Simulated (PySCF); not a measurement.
ClH8NOSi3, SMILES N([SiH3])[SiH](O[SiH3])Cl.

Coordinates come from a B3LYP-D3(BJ)/def2-SVP optimisation. One conformer was computed; it need not be the lowest.

Method: ωB97X/def2-TZVP run with PySCF.

The molecule is in vacuum.

Computed frontier levels, gap, dipole moment and polarisability:
```json
{
 "highest_occupied_level": "-10.31 eV",
 "lowest_empty_level": "1.90 eV",
 "orbital_gap": "12.21 eV",
 "dipole_moment": "0.250 e·Å",
 "quadrupole, principal values (traceless, Buckingham form, about the centre of nuclear charge)": "-8.10, -1.49, 9.59 D·Å",
 "mean_static_polarisability": "93.3 bohr³ (13.83 Å³)",
 "polarisability_principal_values": "84.5, 93.5, 102.1 bohr³"
}
```
